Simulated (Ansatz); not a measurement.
Cost and result up the ladder for diborane 1,2-di F (B2H4F2) (8 atoms). Charge 0, multiplicity 1. Geometry: B3LYP-D4/def2-TZVP.

Cartesian coordinates in Å:
```
B -0.588 -0.652 -0.197
F -1.643 -0.828 0.612
H -0.416 -1.332 -1.157
H 0.566 -0.655 0.473
B 0.603 0.645 0.174
F 0.420 1.418 1.255
H 1.535 0.793 -0.550
H -0.476 0.612 -0.610
```

Ansatz on 4 threads of Arm Neoverse V1 on a shared host. Times are rough, and most runs start from the orbitals of an earlier one. ωB97M-V/def2-TZVP serves as the yardstick here, not as an exact answer. Differences are given only for rows in sets of like size (and for xTB, whose basis is part of the method), since another set adds its own error. Binding counts from free atoms at the same level (B doublet, F doublet, H doublet; other spins of the atoms weren't run), without zero-point energy or a counterpoise term.

Correlated methods freeze 4 core orbitals.

Correlated methods converge slowly with the basis.

```json
{"level": "HF/STO-3G", "functions": "24", "wall time": "0.1 s"}
{"level": "PBE-D4/def2-SVP", "functions": "76", "wall time": "0.45 s"}
{"level": "PBE0-D4/def2-SVP", "functions": "76", "wall time": "0.55 s"}
{"level": "MP2/def2-TZVP", "functions": "148", "wall time": "0.75 s"}
{"level": "PBE-D4/def2-TZVP", "functions": "148", "wall time": "0.8 s"}
{"level": "revPBE-D4/def2-TZVP", "functions": "148", "wall time": "0.8 s"}
{"level": "PBE0-D4/def2-TZVP", "functions": "148", "wall time": "1 s"}
{"level": "CAM-B3LYP-D4/def2-TZVP", "functions": "148", "wall time": "1.1 s"}
{"level": "PBE-D4/def2-TZVPD", "functions": "190", "wall time": "1.4 s"}
{"level": "r2SCAN-D4/def2-TZVP", "functions": "148", "wall time": "1.6 s"}
{"level": "PBE0-D4/def2-TZVPD", "functions": "190", "wall time": "1.7 s"}
{"level": "r2SCAN-D4/def2-TZVPD", "functions": "190", "wall time": "2.4 s"}
{"level": "ωB97M-V/def2-TZVP", "functions": "148", "wall time": "3.1 s"}
{"level": "CCSD(T)/def2-TZVPP", "functions": "180", "wall time": "26 s"}
```

Task: Estimate what each level gives for the binding energy per atom (eV).

Result: 
```
                 level  binding energy per atom (eV)  difference from ωB97M-V/def2-TZVP (eV)
             HF/STO-3G                          3.51                                       –
       PBE-D4/def2-SVP                          3.96                                       –
      PBE0-D4/def2-SVP                          3.88                                       –
         MP2/def2-TZVP                          3.79                                   -0.04
      PBE-D4/def2-TZVP                          3.90                                    0.06
   revPBE-D4/def2-TZVP                          3.80                                   -0.04
     PBE0-D4/def2-TZVP                          3.83                                   -0.01
CAM-B3LYP-D4/def2-TZVP                          3.86                                    0.02
     PBE-D4/def2-TZVPD                          3.90                                    0.06
   r2SCAN-D4/def2-TZVP                          3.87                                    0.03
    PBE0-D4/def2-TZVPD                          3.83                                   -0.01
  r2SCAN-D4/def2-TZVPD                          3.87                                    0.03
     ωB97M-V/def2-TZVP                          3.84                                    0.00
    CCSD(T)/def2-TZVPP                          3.74                                   -0.10
```
